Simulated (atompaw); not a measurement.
**What one change does to a pseudopotential (neodymium (Nd), PAW (atompaw))**

atompaw 4.2.0.5 input, output lines left out:

```
Nd 60
GGA-PBESOL scalarrelativistic loggrid 2001 logderivrange -5 5 251
6 6 5 4 0 0
6 1 0
5 2 1
4 3 3
0 0 0
c
c
c
c
v
v
c
c
c
v
v
c
c
v
c
2
3.00 2.80 2.75 1.50
n
n
y
4.1
n
custom rrkj gramschmidtortho besselshape
bessel
2.25
2.10
3.00
2.95
3.00
3.00
```

All-electron outer shells of the reference configuration (PBEsol, scalar-relativistic, ld1.x):

```json
{"shell": "4d", "level (eV)": "-123.03", "outermost node (bohr)": "0.29", "outermost maximum (bohr)": "0.62"}
{"shell": "5s", "level (eV)": "-43.72", "outermost node (bohr)": "0.72", "outermost maximum (bohr)": "1.31"}
{"shell": "5p", "level (eV)": "-24.68", "outermost node (bohr)": "0.77", "outermost maximum (bohr)": "1.46"}
{"shell": "4f", "level (eV)": "-6.94", "outermost node (bohr)": "–", "outermost maximum (bohr)": "0.65"}
{"shell": "6s", "level (eV)": "-3.89", "outermost node (bohr)": "1.74", "outermost maximum (bohr)": "3.60"}
{"shell": "5d", "level (eV)": "-2.94", "outermost node (bohr)": "0.87", "outermost maximum (bohr)": "2.08"}
{"shell": "6p", "level (eV)": "-1.33", "outermost node (bohr)": "2.07", "outermost maximum (bohr)": "4.74"}
```

Change: all radii scaled by about 0.78 (s 1.76, p 2.34, d 2.34 bohr); local potential bessel scheme, radius 2.14 bohr; augmentation besselshape compensation charge, radius 2.18 bohr; PAW radius 2.34 bohr; waves and projectors: custom rrkj gramschmidtortho; core correction smooth core density matched at 1.18 bohr.

Cutoffs: the cutoffs (Ry, on a coarse ladder) from which the occupation-weighted sum of valence levels, in a spherical-Bessel basis at the reference potential, stays within 10 and 1 mRy of its value at 400 Ry; they do not see the model core or the augmentation charge, which bear on the density cutoff.

**Question.** What does the change do?

**Answer.** The potential gets harder (12 Ry and 18 Ry → 15 Ry and 25 Ry); neither file shows a bound ghost. A smaller radius makes the pseudo-wave follow the all-electron one further in, where it bends more sharply, so more plane waves are needed.

| quantity | base | changed |
| --- | --- | --- |
| cutoff, loose | 12 Ry | 15 Ry |
| cutoff, tight | 18 Ry | 25 Ry |
| loose cutoff by channel (10 mRy a level) | s 8 Ry, p 6 Ry, d 8 Ry | s 10 Ry, p 12 Ry, d 12 Ry |
| bound ghosts | none | none |
| lowest overlap eigenvalue by channel | s 0.24, p 0.08, d 0.85 | s 0.30, p 0.23, d 0.44 |

 The cutoffs see the waves, projectors and local potential, not the compensation charge or the core.
